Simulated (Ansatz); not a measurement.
Consider the formal hydrolysis of the As–S bond: `CS[AsH2]` + H₂O → `O[AsH2]` + CH₃SH.

Isolated molecules relaxed with PBE0-D4/def2-TZVP in Ansatz; ΔE leaves out vibrations. CCSD(T)/CBS adds triple-zeta CCSD(T) − MP2 to the extrapolated MP2 energy (def2 sets, frozen cores). This one scheme is used for every species. Functionals use def2-TZVPP. For As outer-core shells are correlated without core-valence functions, which leaves a few kJ/mol of doubt a bond. Scalar relativity is left out up to krypton.

```json
{"level": "BLYP-D4", "ΔE (kcal/mol)": "11.9"}
{"level": "SCS-MP2/def2-TZVPP", "ΔE (kcal/mol)": "11.3"}
```

Problem. What does CCSD(T)/CBS give? (Best estimate.)

Solution. Ansatz gave: +13.5 kcal/mol. The listed levels differ from it by -1.6, -2.2 kcal/mol.

Largest T1 diagnostic among the species: 0.012.

From r2SCAN to r2SCAN0 (25 % exact exchange), in def2-TZVPP and without D4, ΔE moves by +0.8 kcal/mol. The D4 term adds +1.8 kcal/mol with B3LYP and +1.0 kcal/mol with PBE0; it sums over pairs of atoms, weighted by their polarisabilities, and B3LYP, whose exchange is more repulsive, gets the larger term. In def2-TZVPP, CCSD(T) changes the Hartree–Fock value by +2.8 kcal/mol (the triples alone add +0.5 kcal/mol) and MP2 by +4.3 kcal/mol.

B3LYP here is the variant with VWN-RPA as its local correlation; programs differ in this.
